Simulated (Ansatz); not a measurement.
Q: Name a neutral molecule of B, O, Si and H with HOMO energy (ωB97M-V/def2-TZVPP) between -9.95 and -9.65 eV and LUMO energy (PBE0/def2-TZVPP) between -1.55 and -1.25 eV (Ansatz, PBE0-D4/def2-TZVP geometry).

A: `[SiH3]BO[SiH3]` (-9.84 eV, -1.27 eV). Other molecules can fit too; these were computed, each in one conformer that needn't be the lowest.
